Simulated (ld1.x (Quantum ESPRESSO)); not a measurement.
# Sr: variants of one TM potential

Base potential:

```json
{"Element": "Sr", "Generator": "ld1.x (Quantum ESPRESSO) 7.5", "Type": "norm-conserving Troullier–Martins (Kleinman–Bylander form)", "Functional": "PBE", "Relativity": "fully relativistic", "Frozen core": "[Kr]", "Valence charge": "2", "Reference configuration": "4d0 5s2 5p0", "Partial waves": "5s (bound): rc 3.90 bohr; 5p (bound, empty): rc 3.05 bohr; 4d (bound, empty): rc 2.80 bohr", "Local potential": "all-electron potential smoothed inside 2.35 bohr (lloc = -1)", "Core correction": "Bessel-smoothed model core inside 2.85 bohr"}
```

Open shells are filled in proportion to 2j + 1 (rel_dist='average').

All-electron outer shells of the reference configuration (PBE, scalar-relativistic, ld1.x):

| shell | level (eV) | outermost node (bohr) | outermost maximum (bohr) |
| --- | --- | --- | --- |
| 4s | -40.90 | 0.59 | 1.19 |
| 4p | -22.82 | 0.61 | 1.33 |
| 5s | -3.53 | 1.65 | 3.72 |
| 5p | -1.28 | 1.96 | 4.83 |
| 4d | -1.28 | 0.65 | 2.12 |

Cutoffs, loose and tight: the cutoffs (Ry, on a coarse ladder) from which the occupation-weighted sum of valence levels, in a spherical-Bessel basis at the reference potential, stays within 10 and 1 mRy of its value at 400 Ry. They do not see the model core or the augmentation charge, which bear on the density cutoff. Test errors are all-electron minus pseudo excitation energies from the reference, over the configurations 4d0 5s1 5p0; 4d0 5s1.5 5p0; 4d0 5s1 5p1; 4d1 5s1 5p0; 4d0.5 5s1.5 5p0; 4d1 5s0 5p0; 4d0 5s0 5p1. A dash means not determined; rows that change the core or the reference have their own tests.

For the base: The cutoffs count occupied waves only; the empty 4d level needs 15 Ry at the loose tolerance.

A true bound ghost makes a file unfit for plane-wave use even where its test errors are small: the radial tests pick states by their node count and pass the ghost by.

| change | outcome | cutoff, loose | cutoff, tight | bound ghosts | largest test error (meV) |
| --- | --- | --- | --- | --- | --- |
| base | generated | 6 Ry | 8 Ry | s | +238 |
| type ultrasoft; waves now 5s (bound): rcut 3.40, rcutus 3.90 bohr; 5s channel at 0.75 Ry: rcut 3.40, rcutus 3.90 bohr; 5p (bound): rcut 2.65, rcutus 3.05 bohr; 5p channel at 1.6 Ry: rcut 2.65, rcutus 3.05 bohr; 4d (bound): rcut 2.45, rcutus 2.80 bohr; 4d channel at 0.75 Ry: rcut 2.45, rcutus 2.80 bohr; local potential all-electron potential smoothed inside 3.80 bohr (lloc = -1); augmentation PSQ, inside the norm-conserving radii | failed: chargeps: negative rho | – | – | – | – |
| local potential all-electron potential smoothed inside 3.90 bohr (lloc = -2) | generated | 6 Ry | 8 Ry | p3/2 | -53 |
| wave 5p (bound): rc 3.05 bohr becomes 5p (bound): rc 3.00 bohr | generated | 6 Ry | 8 Ry | s | +226 |
| wave 5s (bound): rc 3.90 bohr becomes 5s (bound): rc 4.24 bohr | generated | 6 Ry | 8 Ry | s | +239 |
| wave 4d (bound): rc 2.80 bohr becomes 4d (bound): rc 3.42 bohr | generated | 6 Ry | 8 Ry | s | +238 |
| local potential all-electron potential smoothed inside 4.28 bohr (lloc = -1) | generated | 6 Ry | 8 Ry | none | -54 |
